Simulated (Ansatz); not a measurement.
Two isomers of C2H10B2Si: A = `BB(C)C[SiH3]`, B = `CB[SiH2]BC`.

Gas-phase electronic energies from Ansatz, PBE0-D4/def2-TZVP geometries. CCSD(T)/CBS is the MP2 limit (def2-TZVPP, def2-QZVPP) plus CCSD(T) − MP2 in def2-TZVPP, frozen cores. Functionals use def2-TZVPP. Each species was taken in one conformer, which may not be the lowest.

Question: Which is lower in electronic energy at CCSD(T)/CBS, and by how much? (Estimate.)

Answer: Computed: A, by 31.4 kJ/mol.

Question: Give E(B) − E(A) in kJ/mol with CCSD/def2-TZVPP, r2SCAN-D4, PBE-D4, CCSD(T)/def2-TZVPP, ωB97M-V, HF/def2-TZVPP, PBE0-D4. (Best estimate.)

Answer: Computed: CCSD/def2-TZVPP 32.2, r2SCAN-D4 25.3, PBE-D4 17.6, CCSD(T)/def2-TZVPP 31.2, ωB97M-V 35.3, HF/def2-TZVPP 36.7, PBE0-D4 23.4. None reverses the order clearly.

Largest T1 diagnostic: 0.013.

The D4 term adds +4.9 kJ/mol with B3LYP and +2.6 kJ/mol with PBE0; it sums over pairs of atoms, weighted by their polarisabilities, and B3LYP, whose exchange is more repulsive, gets the larger term. From PBE to PBE0 (25 % exact exchange), in def2-TZVPP and without D4, E(B) − E(A) moves by +6.3 kJ/mol.

B3LYP here is the variant with VWN-RPA as its local correlation; programs differ in this.
